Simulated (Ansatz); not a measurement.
Consider the substitution at a C–O bond: `N#C[O][GaH2]` + silanol → `N#CO[SiH3]` + `[OH][GaH2]`.

Gas-phase electronic energies from Ansatz, PBE0-D4/def2-TZVP geometries. CCSD(T)/CBS adds triple-zeta CCSD(T) − MP2 to the extrapolated MP2 energy (def2 sets, frozen cores). DFT in def2-TZVPP. For Ga outer-core shells are correlated without core-valence functions, which leaves a few kJ/mol of doubt a bond. Scalar relativity is left out up to krypton.

```tsv
species	CAM-B3LYP energy (Eh)
`N#C[O][GaH2]`	-2094.24403
`O[SiH3]`	-367.18183
`N#CO[SiH3]`	-459.39027
`[OH][GaH2]`	-2002.02444
```

**Question.** Work out ΔE.

**Answer.** ΔE = (-459.39027) + (-2002.02444) − (-2094.24403) − (-367.18183) = 0.01115 Eh = +7.0 kcal/mol. CCSD(T)/CBS gives +6.4 kcal/mol.

Largest T1 diagnostic among the species: 0.015.

In def2-TZVPP, CCSD(T) changes the Hartree–Fock value by −2.1 kcal/mol (the triples alone add −0.2 kcal/mol) and MP2 by −2.2 kcal/mol. From BLYP to BHLYP (50 % exact exchange), in def2-TZVPP and without D4, ΔE moves by +1.2 kcal/mol.
